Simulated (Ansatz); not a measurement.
Geometry optimisation, RHF/def2-SVP in Ansatz 0.2.0.

Input file:

```yaml
crystal:
  periodic: [false, false, false]
  atoms:
    - { symbol: B, position_ang: [-0.770996, -1.123407, 0.255098] }
    - { symbol: Br, position_ang: [-0.934036, -0.04419, 1.934931] }
    - { symbol: H, position_ang: [-1.544034, -0.883706, -0.613162] }
    - { symbol: H, position_ang: [0.034193, -1.99542, 0.255197] }
    - { symbol: H, position_ang: [1.170762, 1.15065, 0.491586] }
    - { symbol: Se, position_ang: [1.532786, 0.980064, -0.939767] }
    - { symbol: H, position_ang: [0.511325, 1.916009, -1.383884] }
basis:
  gaussian: { orbitals: def2-SVP }
hamiltonian:
  xc: hf
relax:
  f_tol: 0.03
  max_steps: 50
```

Launched with:

```bash
$ ansatz run input.yaml --threads 2 --pin off --max-ram 3072MiB --backend cpu --events-out ev --progress --plain --runs-dir out
```

Where does it end, and by what steps?

It converged. The force dipped under the threshold on the way, but the program's further checks kept it going. After 7 steps the energy has fallen by 0.149 eV; H5 moved furthest, 0.74 Å.

```
step  energy less start (eV)  largest force component (eV/Å)  accepted
   0                  0.0000                           0.934       yes
   1                 -0.1097                           0.466       yes
   2                 -0.1302                           0.153       yes
   3                 -0.1391                           0.129       yes
   4                 -0.1421                           0.300       yes
   5                 -0.1472                           0.021       yes
   6                 -0.1481                           0.116       yes
   7                 -0.1487                           0.029       yes
```

```xyz
7
Properties=species:S:1:pos:R:3
B -0.911 -1.241 0.352
Br -1.280 -0.397 2.040
H -1.590 -0.943 -0.579
H -0.061 -2.072 0.317
H 1.713 1.627 0.310
Se 1.553 1.019 -1.002
H 0.576 2.006 -1.437
```

Whether the end is a true minimum wasn't checked by a vibrational analysis.

Time of the run: 13 s on 2 threads of Arm Neoverse V1, with other jobs on the host, peak memory 0.21 GiB.
